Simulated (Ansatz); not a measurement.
Geometry optimisation, RKS r2SCAN-D4/STO-3G in Ansatz 0.2.0.

The input (input.yaml):

```yaml
crystal:
  periodic: [false, false, false]
  atoms:
    - { symbol: Si, position_ang: [0.0, 0.0, 0.0] }
    - { symbol: Cl, position_ang: [0.0, 0.0, 2.13] }
    - { symbol: Cl, position_ang: [2.0086, 0.0, -0.7093] }
    - { symbol: Cl, position_ang: [-1.0032, 1.7381, -0.7093] }
    - { symbol: Cl, position_ang: [-1.0032, -1.7381, -0.7093] }
basis:
  gaussian: { orbitals: STO-3G }
hamiltonian:
  xc: r2scan
  dispersion: d4
relax:
  f_tol: 0.02
  max_steps: 40
```

Launched with:

```bash
$ ansatz run input.yaml --threads 1 --pin off --max-ram 2048MiB --backend cpu --events-out ev --progress --plain --runs-dir out
```

Task: Where does it end, and by what steps?

Result: It converged. Limits of this set-up: minimal basis. After 2 steps the energy has fallen by 0.060 eV; Cl3 moved furthest, 0.04 Å.

```csv
step,energy less start (eV),largest force component (eV/Å),accepted
0,0.0000,0.793,yes
1,-0.0599,0.052,yes
2,-0.0601,0.005,yes
```

```xyz
5
Properties=species:S:1:pos:R:3
Si 0.000 0.000 0.000
Cl 0.000 0.000 2.092
Cl 1.973 0.000 -0.697
Cl -0.986 1.708 -0.697
Cl -0.986 -1.708 -0.697
```

Whether the end is a true minimum wasn't checked by a vibrational analysis.

Run time: 13 s on 1 thread of Arm Neoverse V1, on a shared host, peak memory 0.12 GiB.
